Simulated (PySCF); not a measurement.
## Calculated properties of `C=C=CCC(=O)[O-]`

Compound: C₅H₅O₂ (charge -1).
Atom-mapped SMILES: `[CH2:1]=[C:2]=[CH:3][CH2:4][C:5](=[O:6])[O-:7]` (hydrogens: H8, H9 on C1; H10 on C3; H11, H12 on C4)

Geometry (GFN2-xTB, Å), atoms numbered from 1 in this order:
```xyz
12
C5H5O2 angstrom
C      2.5345    0.4496    0.3549
C      1.3717   -0.1137    0.2121
C      0.2089   -0.6707    0.0479
C     -0.9174   -0.1084   -0.7280
C     -2.1804    0.1599    0.2561
O     -2.5924    1.3199    0.2477
O     -2.5819   -0.8327    0.8640
H      2.7280    1.1849    1.1257
H      3.3751    0.2139   -0.2878
H     -0.0212   -1.5944    0.5690
H     -0.6487    0.8255   -1.2239
H     -1.2749   -0.8344   -1.4638
```

Structural features include: carboxylate and allene or cumulene.

GFN2-xTB geometry:

```
Point group of the GFN2-xTB geometry                  : C1
Rotational constants A, B, C of the GFN2-xTB geometry : 6.642, 1.327, 1.230 GHz
```

PBE0/pcSseg-1 ground state and GIAO shieldings, non-relativistic (PySCF):

```
HOMO energy                                                 : -1.25 eV
LUMO energy                                                 : 4.09 eV
HOMO–LUMO gap                                               : 5.34 eV
Lowest Hirshfeld atomic charge                              : -0.43 e on O6/O7
Highest Hirshfeld atomic charge                             : +0.11 e on C5
13C chemical shifts (computed TMS as zero) by class         : 221.4 (C2), 165.8 (C5), 103.7 (C3), 69.2 (C1), 48.0 (C4) ppm
1H chemical shifts (computed TMS as zero) by class          : 6.17 (H10), 4.34 (H8/H9), 2.32 (H11/H12) ppm
Isotropic shieldings of nuclei other than C and H, by class : 0 (O6/O7) ppm
Mayer bond orders between heavy atoms                       : C1–C2 2.07, C2–C3 1.85, C3–C4 1.07, C4–C5 0.84, C5–O6 1.78, C5–O7 1.75
```

Monoisotopic mass of the ion (most abundant isotopes, electron mass counted): 97.0295 u.

With B = h/(8π²I), that is 505.379 GHz u Å² over I, the principal moments of inertia are 76.1, 380.7 and 410.8 u Å² (most abundant isotopes). The rotational constants make it an asymmetric top with κ = (2B − A − C)/(A − C) = -0.96, nearer the prolate limit (−1).

Geometry: GFN2-xTB, one conformer, isolated ion. NMR classes are plain means over equivalent atoms (diastereotopic ones count apart unless rotation or inversion swaps them), as if these changed places fast; in this geometry the members of some classes differ. No diffuse functions stand in pcSseg-1, which bears on an anion's orbital energies.
